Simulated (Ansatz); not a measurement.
`C[N](C)[Ge][OH]` + `[OH][In]([SH])[Cl]` → `[OH][Ge][OH]` + `C[N](C)[In]([SH])[Cl]`  (redistribution)

Calculated with Ansatz (gas phase, PBE0-D4/def2-TZVP geometries, no zero-point term in ΔE). CCSD(T)/CBS adds triple-zeta CCSD(T) − MP2 to the extrapolated MP2 energy (def2 sets, frozen cores). Functionals use def2-TZVPP. B3LYP here is the variant with VWN-RPA as its local correlation; programs differ in this. def2 core potentials past Kr. For Ge, In outer-core shells are correlated without core-valence functions, which leaves a few kJ/mol of doubt a bond. Scalar relativity is left out up to krypton. One conformer a species, not always the lowest.

| level | ΔE (kJ/mol) | difference from CCSD(T)/CBS |
| --- | --- | --- |
| PBE-D4 | 4.7 | 6.4 |
| r2SCAN-D4 | 4.6 | 6.3 |
| B3LYP-D4 | 0.9 | 2.6 |
| ωB97X-V | -3.6 | -1.9 |
| ωB97M-V | -3.8 | -2.1 |
| B2PLYP | 0.1 | 1.8 |
| PBE | 4.8 | 6.5 |
| PBE0 | 2.0 | 3.7 |
| HF/def2-TZVPP | -5.7 | -4.0 |
| CCSD/def2-TZVPP | -2.9 | -1.2 |
| CCSD(T)/def2-TZVPP | -1.1 | 0.6 |
| HF/def2-QZVPP | -6.0 | -4.3 |
| SCS-MP2/def2-QZVPP | -3.1 | -1.4 |
| HF/CBS(def2) | -6.0 | -4.3 |
| MP2/CBS(def2) | -3.0 | -1.3 |
| CCSD/CBS(def2) | -3.5 | -1.8 |
| CCSD(T)/CBS | -1.7 | 0 |

Largest T1 diagnostic among the species: 0.015.

In def2-TZVPP, CCSD(T) changes the Hartree–Fock value by +4.5 kJ/mol (the triples alone add +1.8 kJ/mol) and MP2 by +3.3 kJ/mol.
